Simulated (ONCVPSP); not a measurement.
# What the settings do to the ONCV potential of S

Base potential:

| Item | Value |
| --- | --- |
| Element | S (Z = 16) |
| Generator | ONCVPSP 4.0.1 |
| Type | optimised norm-conserving Vanderbilt (ONCV) |
| Functional | PBE |
| Relativity | non-relativistic |
| Frozen core | [He] |
| Valence charge | 14 |
| Reference configuration | 2s2 2p6 3s2 3p4 |
| Partial waves | 2s+3s: rc 0.70 bohr, ncon 4, nbas 8, qcut 15.5 1/bohr, 2 projectors; 2p+3p: rc 0.80 bohr, ncon 3, nbas 7, qcut 21.3 1/bohr, 2 projectors |
| Local potential | polynomial inside 0.60 bohr (lpopt 3, dvloc0 0 Ha) |
| Core correction | Teter function, fcfact 4.5, rcfact 1.1 |

Cutoffs, loose and tight: the cutoffs (Ha) at which the residual kinetic energy of the hardest occupied pseudo-wave falls to 1 and 0.1 mHa per electron. They do not see the model core or the augmentation charge, which bear on the density cutoff. Test errors are all-electron minus pseudo excitation energies from the reference, over the configurations 2s2 2p6 3s2 3p3; 2s2 2p6 3s2 3p2; 2s2 2p6 3s2 3p1; 2s2 2p6 3s1 3p4. A dash means not determined; rows that change the core or the reference have their own tests.

| change | outcome | cutoff, loose | cutoff, tight | bound ghosts | GHOST(+) flags above zero | largest test error (meV) |
| --- | --- | --- | --- | --- | --- | --- |
| base | generated | 152 Ha | 173 Ha | none | none | +8.1 |
| core correction none | generated | 152 Ha | 173 Ha | none | none | +8.2 |
| local potential polynomial inside 0.60 bohr (lpopt 5, dvloc0 1 Ha) | generated | 152 Ha | 173 Ha | none | none | +7.9 |
| core correction Teter function, fcfact 5.3, rcfact 1.1 | generated | 152 Ha | 173 Ha | none | none | +8.1 |
| s: qcut 16.2 | generated | 152 Ha | 173 Ha | none | none | +7.9 |
| local potential polynomial inside 0.60 bohr (lpopt 3, dvloc0 7.5 Ha) | generated | 152 Ha | 173 Ha | none | none | +8.0 |

(1) What comes out with this change to the base: s: qcut 10.2; p: qcut 14?

## Answers

(1) outcome: generated; cutoff, loose: 96 Ha; cutoff, tight: 330 Ha; bound ghosts: none; GHOST(+) flags above zero: s; largest test error (meV): +11.
